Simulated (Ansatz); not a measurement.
Coupled-cluster diagnostics for Li₄H₅⁻, Ansatz.

Geometry of the singlet (PBE0-D4/def2-TZVPD):

Cartesian coordinates in Å:
```
Li 0.4799 0.2111 1.6823
Li -0.6112 -0.2013 -1.6404
Li -0.0005 1.7507 -0.2140
Li -0.1116 -1.7426 0.2498
H 0.7440 -1.5609 1.8189
H -0.2397 1.5237 -1.9799
H 0.8294 1.9456 1.3676
H -0.7097 0.0526 0.2265
H -0.3806 -1.9789 -1.5109
```

Correlated methods freeze no core orbitals; core or outer-core shells of Li are correlated, in sets that lack core-valence functions. The structure comes from a short search, and lower isomers may exist.

(1) Estimate the CCSD(T) correlation energy, the shares of MP2 and (T), T1 and the reference's ⟨S²⟩ for: charge -1, singlet, own geometry in def2-TZVPPD; and the rough time on 4 threads of Arm Neoverse V2 on a shared host.

Results:

(1) 
| state | basis | correlation (eV) | MP2 share (%) | (T) share (%) | T1 | ⟨S²⟩ (pure) | wall time |
| --- | --- | --- | --- | --- | --- | --- | --- |
| charge -1, singlet, own geometry | def2-TZVPPD | -9.098 | 82.3 | 0.7 | 0.005 | 0.00 (0.00) | 15 s |
Customary marks for T1 are 0.02 (closed shells), 0.045 (open shells) and about 0.05 (3d metals). T1 stays under 0.02 throughout.
